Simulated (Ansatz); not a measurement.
pentafluorobenzenesulfonate, `O=S(=O)([O-])c1c(F)c(F)c(F)c(F)c1F` was relaxed with PBE-D4 (def2-SVP) in Ansatz in these states: charge -1 singlet, neutral doublet. The geometries follow in no particular order.

A:

```xyz
15

O    -1.235    2.927   -0.272
S     0.061    2.541    0.360
O     1.283    3.039   -0.330
O     0.099    2.595    1.851
C     0.066    0.669    0.064
C     1.046   -0.021   -0.662
F     2.096    0.594   -1.226
C     0.983   -1.417   -0.840
F     1.936   -2.064   -1.542
C    -0.077   -2.146   -0.288
F    -0.145   -3.480   -0.454
C    -1.071   -1.474    0.443
F    -2.090   -2.179    0.974
C    -0.987   -0.083    0.608
F    -1.964    0.500    1.315
```

B:

| atom | x (Å) | y (Å) | z (Å) |
| --- | --- | --- | --- |
| O1 | -1.1010 | -2.8260 | -1.0044 |
| S2 | -1.2292 | -2.1212 | 0.3159 |
| O3 | -2.6320 | -1.8368 | 0.7141 |
| O4 | -0.4373 | -2.8590 | 1.3573 |
| C5 | -0.3821 | -0.5346 | 0.1000 |
| C6 | -0.9964 | 0.7139 | 0.2909 |
| F7 | -2.2660 | 0.8428 | 0.6502 |
| C8 | -0.2570 | 1.9020 | 0.0998 |
| F9 | -0.8415 | 3.0816 | 0.2815 |
| C10 | 1.0947 | 1.8458 | -0.2818 |
| F11 | 1.7806 | 2.9683 | -0.4592 |
| C12 | 1.7174 | 0.6014 | -0.4751 |
| F13 | 2.9954 | 0.5423 | -0.8358 |
| C14 | 0.9745 | -0.5772 | -0.2828 |
| F15 | 1.5799 | -1.7434 | -0.4704 |

Q: Judge from the bond lengths which geometry belongs to which state (an estimate).

A: A is the charge -1 singlet (S2–C5 1.896 Å, C8–F9 1.349 Å, C12–F13 1.348 Å); B is the neutral doublet (S2–C5 1.811 Å, C8–F9 1.329 Å, C12–F13 1.329 Å).

At PBE-D4/def2-SVP the gap within one spin of the relaxed charge 0 doublet nearly closes, so an electron or hole may be smeared out by delocalisation error.
